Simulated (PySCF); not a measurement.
PySCF input file for ReO2F2, SMILES [O]=[Re]([F])([F])=[O] (connectivity only; charge and spin as stated), neutral, multiplicity 2, TDA-ωB97X/def2-SVPD. Geometry optimised at B3LYP-D3(BJ)/def2-SVP. The spin state was assumed, not searched. The def2 effective core potentials stand for the cores of Re; spin–orbit coupling is left out.

```python
import numpy as np
from pyscf import gto, scf, dft, tdscf

mol = gto.M(
    atom='''
    Re   -0.00000000    0.00000000   -0.09092044
    O    -0.00000000    1.41729491   -1.01885218
    O    -0.00000000   -1.41729490   -1.01885220
    F    -1.27723554   -0.00000001    1.28448157
    F     1.27723555   -0.00000001    1.28448156
    ''',
    basis='def2-SVPD',
    ecp={'Re': 'def2-svp'},
    charge=0,
    spin=1,
    max_memory=1600,
    verbose=4,
)
mf = dft.UKS(mol, xc='wb97x').density_fit(auxbasis='def2-universal-jkfit')
mf.grids.level = 3
mf.conv_tol = 1e-9
mf.max_cycle = 100
mf.kernel()
fine, coarse = mf.grids, dft.Grids(mol).set(level=1).build(with_non0tab=True)
for _ in range(3):  # follow internal instabilities
    mf.grids = coarse
    mo, _, stable, _ = mf.stability(return_status=True, nroots=4)
    mf.grids = fine
    if stable:
        break
    mf.kernel(mf.make_rdm1(mo, mf.mo_occ))
mf.grids = dft.Grids(mol).set(level=1).build(with_non0tab=True)  # coarser grid for the response kernel
td = tdscf.TDA(mf)
td.nstates = 10
td.conv_tol = 1e-4
td.positive_eig_threshold = 1e-6
td.kernel(x0=td.get_init_guess(mf, 15))
td.analyze(verbose=3)
```

Output:

```
PySCF version 2.14.0

[INPUT] verbose = 4
[INPUT] num. atoms = 5
[INPUT] num. electrons = 49
[INPUT] charge = 0
[INPUT] spin (= nelec alpha-beta = 2S) = 1
[INPUT] symmetry False subgroup None
[INPUT] Mole.unit = angstrom
[INPUT] Symbol           X                Y                Z      unit          X                Y                Z       unit  Magmom
[INPUT]  1 Re     0.000000000000   0.000000000000  -0.090920440000 AA    0.000000000000   0.000000000000  -0.171814730725 Bohr   0.0
[INPUT]  2 O      0.000000000000   1.417294910000  -1.018852180000 AA    0.000000000000   2.678299217640  -1.925351581616 Bohr   0.0
[INPUT]  3 O      0.000000000000  -1.417294900000  -1.018852200000 AA    0.000000000000  -2.678299198743  -1.925351619411 Bohr   0.0
[INPUT]  4 F     -1.277235540000  -0.000000010000   1.284481570000 AA   -2.413625367161  -0.000000018897   2.427318379351 Bohr   0.0
[INPUT]  5 F      1.277235550000  -0.000000010000   1.284481560000 AA    2.413625386058  -0.000000018897   2.427318360454 Bohr   0.0

nuclear repulsion = 230.774549387804
number of shells = 49
number of NR pGTOs = 192
number of NR cGTOs = 127
basis = def2-SVPD
ecp = {'Re': 'def2-svp'}


******** <class 'pyscf.df.df_jk.DFUKS'> ********
method = DFUKS
initial guess = minao
damping factor = 0
level_shift factor = 0
DIIS = <class 'pyscf.scf.diis.CDIIS'>
diis_start_cycle = 1
diis_space = 8
diis_damp = 0
SCF conv_tol = 1e-09
SCF conv_tol_grad = None
SCF max_cycles = 100
direct_scf = False
number electrons alpha = 25  beta = 24
XC library pyscf.dft.libxc version 7.1.2
    S. Lehtola, C. Steigemann, M. J. T. Oliveira, and M. A. L. Marques,  SoftwareX 7, 1–5 (2018)
XC functionals = wb97x
    J.-D. Chai and M. Head-Gordon,  J. Chem. Phys. 128, 084106 (2008)
radial grids:
    Treutler-Ahlrichs [JCP 102, 346 (1995); DOI:10.1063/1.469408] (M4) radial grids

becke partition: Becke, JCP 88, 2547 (1988); DOI:10.1063/1.454033
pruning grids: <function nwchem_prune>
grids dens level: 3
symmetrized grids: False
atomic radii adjust function: <function treutler_atomic_radii_adjust>
small_rho_cutoff = 0
Set gradient conv threshold to 3.16228e-05
tot grids = 81000
******** <class 'pyscf.df.df.DF'> ********
auxbasis = def2-universal-jkfit
Create RSH-DF object <pyscf.df.df.DF object> for omega=0.3
******** <class 'pyscf.df.df.DF'> ********
auxbasis = auxmol.basis = def2-universal-jkfit
init E= -415.319496508793
  alpha nocc = 25  HOMO = -0.418154655842947  LUMO = -0.384248663673826
  beta  nocc = 24  HOMO = -0.694653431596823  LUMO = -0.418154655842944

WARN: HOMO -0.418154655842947 >= LUMO -0.418154655842944

cycle= 1 E= -427.792036891354  delta_E= -12.5  |g|= 1.09  |ddm|= 5.67
  alpha nocc = 25  HOMO = -0.339497973942678  LUMO = -0.105850710187388
  beta  nocc = 24  HOMO = -0.336108048471356  LUMO = -0.196274334866807
  HOMO = -0.336108048471  LUMO = -0.196274334867  gap/eV = 3.80507
cycle= 2 E= -426.28604287056  delta_E= 1.51  |g|= 2.31  |ddm|= 2.23
  alpha nocc = 25  HOMO = -0.347527126132082  LUMO = -0.0428080016779191
  beta  nocc = 24  HOMO = -0.475183472186371  LUMO = -0.0675431124001982
  HOMO = -0.347527126132  LUMO = -0.0675431124002  gap/eV = 7.61875
cycle= 3 E= -428.18081782293  delta_E= -1.89  |g|= 0.251  |ddm|= 1.63
  alpha nocc = 25  HOMO = -0.385782632332862  LUMO = -0.0562161557880181
  beta  nocc = 24  HOMO = -0.470326457514059  LUMO = -0.0927403656756098
  HOMO = -0.385782632333  LUMO = -0.0927403656756  gap/eV = 7.97409
cycle= 4 E= -428.197864292554  delta_E= -0.017  |g|= 0.124  |ddm|= 0.232
  alpha nocc = 25  HOMO = -0.393737265625656  LUMO = -0.0635931504534106
  beta  nocc = 24  HOMO = -0.490610844158226  LUMO = -0.0920746149532334
  HOMO = -0.393737265626  LUMO = -0.0920746149532  gap/eV = 8.20866
cycle= 5 E= -428.203040592255  delta_E= -0.00518  |g|= 0.0184  |ddm|= 0.0878
  alpha nocc = 25  HOMO = -0.388859954005309  LUMO = -0.0556793152918331
  beta  nocc = 24  HOMO = -0.484585436063604  LUMO = -0.0851263328155056
  HOMO = -0.388859954005  LUMO = -0.0851263328155  gap/eV = 8.26501
cycle= 6 E= -428.203281235589  delta_E= -0.000241  |g|= 0.0055  |ddm|= 0.0295
  alpha nocc = 25  HOMO = -0.390251378441452  LUMO = -0.0566832017176466
  beta  nocc = 24  HOMO = -0.48614049047951  LUMO = -0.0854563900587948
  HOMO = -0.390251378441  LUMO = -0.0854563900588  gap/eV = 8.29389
cycle= 7 E= -428.203363894165  delta_E= -8.27e-05  |g|= 0.00258  |ddm|= 0.0213
  alpha nocc = 25  HOMO = -0.390450588220627  LUMO = -0.0566596160357733
  beta  nocc = 24  HOMO = -0.486460232006376  LUMO = -0.0852167885167283
  HOMO = -0.390450588221  LUMO = -0.0852167885167  gap/eV = 8.30583
cycle= 8 E= -428.203396576014  delta_E= -3.27e-05  |g|= 0.00121  |ddm|= 0.0162
  alpha nocc = 25  HOMO = -0.390461794428013  LUMO = -0.0565680753452504
  beta  nocc = 24  HOMO = -0.486701536503471  LUMO = -0.0851283817195245
  HOMO = -0.390461794428  LUMO = -0.0851283817195  gap/eV = 8.30855
cycle= 9 E= -428.203404055892  delta_E= -7.48e-06  |g|= 0.000542  |ddm|= 0.00847
  alpha nocc = 25  HOMO = -0.390397071143113  LUMO = -0.0565037368552233
  beta  nocc = 24  HOMO = -0.486788770938418  LUMO = -0.0850652072834741
  HOMO = -0.390397071143  LUMO = -0.0850652072835  gap/eV = 8.30850
cycle= 10 E= -428.203405140004  delta_E= -1.08e-06  |g|= 0.000257  |ddm|= 0.00264
  alpha nocc = 25  HOMO = -0.390416251513198  LUMO = -0.0565091803977111
  beta  nocc = 24  HOMO = -0.486855252348104  LUMO = -0.085090609907386
  HOMO = -0.390416251513  LUMO = -0.0850906099074  gap/eV = 8.30833
cycle= 11 E= -428.203405410657  delta_E= -2.71e-07  |g|= 9.77e-05  |ddm|= 0.00126
  alpha nocc = 25  HOMO = -0.390420601057123  LUMO = -0.0565052007344278
  beta  nocc = 24  HOMO = -0.486868425088858  LUMO = -0.0850940532669249
  HOMO = -0.390420601057  LUMO = -0.0850940532669  gap/eV = 8.30836
cycle= 12 E= -428.203405447576  delta_E= -3.69e-08  |g|= 5.97e-05  |ddm|= 0.000422
  alpha nocc = 25  HOMO = -0.390426397236091  LUMO = -0.056506174932931
  beta  nocc = 24  HOMO = -0.486864621031224  LUMO = -0.085096442251718
  HOMO = -0.390426397236  LUMO = -0.0850964422517  gap/eV = 8.30845
cycle= 13 E= -428.203405455342  delta_E= -7.77e-09  |g|= 4.72e-05  |ddm|= 0.000172
  alpha nocc = 25  HOMO = -0.390421475737138  LUMO = -0.0565016214003151
  beta  nocc = 24  HOMO = -0.486868668999236  LUMO = -0.0850910486501633
  HOMO = -0.390421475737  LUMO = -0.0850910486502  gap/eV = 8.30846
cycle= 14 E= -428.203405459043  delta_E= -3.7e-09  |g|= 2.38e-05  |ddm|= 0.000131
  alpha nocc = 25  HOMO = -0.390423946117046  LUMO = -0.056501569966894
  beta  nocc = 24  HOMO = -0.486867465627451  LUMO = -0.0850913989179816
  HOMO = -0.390423946117  LUMO = -0.085091398918  gap/eV = 8.30852
cycle= 15 E= -428.20340546045  delta_E= -1.41e-09  |g|= 9.7e-06  |ddm|= 0.000101
  alpha nocc = 25  HOMO = -0.390423568803179  LUMO = -0.0565012690923012
  beta  nocc = 24  HOMO = -0.486868187050259  LUMO = -0.0850907743855664
  HOMO = -0.390423568803  LUMO = -0.0850907743856  gap/eV = 8.30853
cycle= 16 E= -428.203405460689  delta_E= -2.39e-10  |g|= 5.77e-06  |ddm|= 4.63e-05
  alpha nocc = 25  HOMO = -0.390423261599626  LUMO = -0.0565008399522675
  beta  nocc = 24  HOMO = -0.486867778526609  LUMO = -0.0850904310585037
  HOMO = -0.3904232616  LUMO = -0.0850904310585  gap/eV = 8.30853
Extra cycle  E= -428.203405460675  delta_E= 1.4e-11  |g|= 1.05e-05  |ddm|= 1.32e-05
converged SCF energy = -428.203405460675  <S^2> = 0.75451514  2S+1 = 2.0045101
tot grids = 29896
uhf_internal: lowest eigs of H = [0.10393166 0.18327997 0.22823023 0.24725778]
<class 'pyscf.df.df_jk.DFUKS'> wavefunction is stable in the internal stability analysis
tot grids = 29896
Overwritten attributes  positive_eig_threshold  of <class 'pyscf.tdscf.uks.TDA'>


******** <class 'pyscf.tdscf.uks.TDA'> for <class 'pyscf.df.df_jk.DFUKS'> ********
nstates = 10
deg_eia_thresh = 1.000e-03
wfnsym = None
conv_tol = 0.0001
eigh lindep = 1e-12
eigh level_shift = 0
eigh max_cycle = 100


Excitation energies (eV)
[1.50366759 2.63539753 3.43036    4.32894665 4.35818809 4.53505135
 4.79499996 4.8769873  5.26359321 5.29130218]

** Excitation energies and oscillator strengths **
Excited State   1:      1.50367 eV    824.55 nm  f=0.0000
Excited State   2:      2.63540 eV    470.46 nm  f=0.0005
Excited State   3:      3.43036 eV    361.43 nm  f=0.0001
Excited State   4:      4.32895 eV    286.41 nm  f=0.0001
Excited State   5:      4.35819 eV    284.49 nm  f=0.0016
Excited State   6:      4.53505 eV    273.39 nm  f=0.0006
Excited State   7:      4.79500 eV    258.57 nm  f=0.0009
Excited State   8:      4.87699 eV    254.22 nm  f=0.0010
Excited State   9:      5.26359 eV    235.55 nm  f=0.0092
Excited State  10:      5.29130 eV    234.32 nm  f=0.0006
```

The run converged.

Cost: very roughly 110 core-seconds.
